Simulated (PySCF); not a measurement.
## [GdCl2]+ at several levels of theory

Computed with PySCF 2.14.0 (density fitting, no spin-orbit coupling) at the geometry relaxed with PBE0:

```xyz
3
[GdCl2]+ (singlet in the valence; each metal's 4f electrons, 7 of them, lie in its core potential, out of spins and levels)
Gd    0.0000    0.0000   -0.5303
Cl    1.9614    0.0000    0.8458
Cl   -1.9614    0.0000    0.8458
```

```tsv
level	basis	state	HOMO (eV)	gap (eV)	charge on Gd1 (e)	population of f-type functions on Gd1 (polarisation alone where 4f lies in the core)	dipole about the centre of mass (D)	largest force component (eV/Å)
PBE0	Gd lcecp-1-SVP with ECP53, Cl def2-SVP	singlet	-13.76	5.74	1.30	0.05	6.56	0.01
PBE0	Gd lcecp-1-TZVP with ECP53, Cl def2-TZVP	singlet	-13.69	5.79	1.59	0.05	6.45	0.21
```

In the lcecp rows the 4f levels are missing from HOMO and gap, and the state counts the valence alone.

Charges are Mulliken's, which hang on the basis. The relaxation used the grid (50, 194), these runs (75, 302) or, all-electron (x2c bases, spin-free X2C Hamiltonian), (99, 590).

Task: A further run in the first row's basis gives HOMO (eV) -16.72, gap (eV) 11.04, charge on Gd1 (e) 1.58, population of f-type functions on Gd1 (polarisation alone where 4f lies in the core) 0.05, dipole about the centre of mass (D) 7.91, largest force component (eV/Å) 0.61. Which level was it?
A. BP86
B. HF

Result: B. The others give HOMO -12.55 eV (BP86).

In the first row's basis the gap widens with exact exchange: 3.9 eV for BP86 (none); 5.7 eV for PBE0 (a fixed share); 11.0 eV for Hartree–Fock (rising or full at long range).

An lcecp potential fixes the number of 4f electrons, so in runs with it no electron can move into or out of that shell.
